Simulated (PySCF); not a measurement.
A geometry optimisation on `C[As](C)[PH-]`.

Method: PBE0-D3(BJ)/def2-SVP geometry optimisation, gas phase (PySCF 2.14.0). Start geometry: GFN2-xTB. A driver script takes a list of jobs; this job's settings line and coordinates (Å) are shown.

Input:
```
{"job": {"xc": "PBE0", "basis": "def2-SVP", "d3": "d3bj", "grid": 1, "kind": "geom"}, "charge": -1, "multiplicity": 1}
C      1.526693    -0.327024    -0.022842
As    -0.127536     0.205163     0.948238
C     -1.307599    -0.777853    -0.326255
P     -0.363892     2.309355     0.232352
H      2.412467     0.067600     0.479345
H      1.619311    -1.414601    -0.080757
H      1.507046     0.077880    -1.034777
H     -1.172007    -0.386664    -1.334830
H     -2.358295    -0.653282    -0.055825
H     -1.077641    -1.846272    -0.329729
H     -0.653122     2.748369     1.499117
```

Question: Estimate the output.

Answer: 
```
step   0  E = -2656.73186257  max force = 0.029278
step   1  E = -2656.73482121  max force = 0.005722
step   2  E = -2656.73496045  max force = 0.001414
step   3  E = -2656.73498452  max force = 0.000535
step   4  E = -2656.73499936  max force = 0.000972
step   5  E = -2656.73502720  max force = 0.000877
step   6  E = -2656.73503435  max force = 0.000298
optimisation converged
```

Energies in Eh; «max force» is the largest Cartesian gradient component in Eh/bohr.

Question: How much energy does the optimisation release, in kcal/mol?

Answer: E(step 0) − E(last step) = 0.003172 Eh, which is 2.0 kcal/mol.

Main results: final energy -2656.73503 Eh after 6 steps.

Question: Give the final coordinates.

Answer: 0.080 Å rms from the input after alignment:
```
atom  x, y, z in Å
C1     1.5114   -0.3033    0.3228
As2   -0.1512    0.2583    1.2792
C3    -1.3442   -0.6931   -0.0157
P4    -0.3349    2.4107    0.5911
H5     2.3632    0.1970    0.8077
H6     1.6603   -1.3973    0.3600
H7     1.4779    0.0258   -0.7290
H8    -1.1579   -0.3337   -1.0412
H9    -2.3856   -0.4503    0.2449
H10   -1.2055   -1.7888    0.0221
H11   -0.6260    2.8524    1.9315
```

Question: How long does this job take on Intel Xeon at 2.60 GHz, one thread, no GPU (shared host)? And the peak memory of the process?

Answer: About 25 s, with 0.52 GiB resident at the peak, the Python interpreter and its libraries included.
Labels such as C1 count atoms from 1, the log's own numbers from 0.
